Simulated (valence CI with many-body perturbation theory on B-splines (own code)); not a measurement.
# Level structure of Ta42+

Calculated by configuration interaction combined with many-body perturbation theory (CI+MBPT): three valence electrons over a frozen Dirac-Fock core [Ar] 3d10, radial functions for each j: 11 s, 11 p, 10 d, 8 f, 5 g, 2 h, with the one-electron correlation potential Σ1, the two-electron term Σ2, the three-electron term Σ3, Breit, model QED; selected CI, second order for the rest, scaled by the run's own slope (own B-spline code, finite nucleus).

No measured spectrum was set against this ion. As an estimate, large intervals hold to a few tenths of a per cent, small ones and those within an open d or f shell to about a per cent.

Levels 181 to 193 of 193, with energies above the lowest level, (4s^2 4p1/2) J=1/2. "Leading %" is the weight of the configuration and term that name the level; weights of strongly mixed levels are sums over their largest components and can fall short. In the jj column 3d3/2^4 stands for four electrons in 3d with j = 3/2.

```tsv
No.	Configuration	Term	J	E (eV)	Leading %	g	Leading jj
181	4s.4d.4f	4P°	1/2	787.91	34	1.188	4s 4d5/2 4f5/2 (73 %)
182	4s.4d.4f	2G°	7/2	788.49	25	1.132	4s 4d5/2 4f5/2 (37 %)
183	4p.4d2	4P°	5/2	788.57	31	1.401	4s 4d5/2 4f7/2 (38 %)
184	4s.4d.4f	2G°	9/2	789.61	35	1.113	4s 4d5/2 4f7/2 (37 %)
185	4s.4d.4f	4P°	3/2	789.71	44	1.376	4s 4d5/2 4f7/2 (50 %)
186	4s.4d.4f	2F°	7/2	789.71	41	1.210	4s 4d5/2 4f7/2 (49 %)
187	4s.4d.4f	4P°	1/2	790.91	30	1.618	4s 4d5/2 4f5/2 (53 %)
188	4s.4d.4f	2H°	11/2	791.47	44	1.156	4s 4d5/2 4f7/2 (74 %)
189	4p.4d2	2G°	9/2	792.83	18	1.066	4p3/2^2 4f5/2 (37 %)
190	4p.4d2	2G°	7/2	793.16	19	1.095	4p3/2 4d3/2 4d5/2 (44 %)
191	4p.4d2	2D°	3/2	793.29	26	1.096	4p3/2 4d3/2 4d5/2 (61 %)
192	4s.4d.4f	2F°	5/2	794.20	37	1.075	4s 4d5/2 4f7/2 (38 %)
193	4p.4d2	4G°	11/2	794.34	50	1.230	4p3/2 4d5/2^2 (41 %)
```

Where two levels of one J and parity lie close, their mixing, g and order are uncertain.
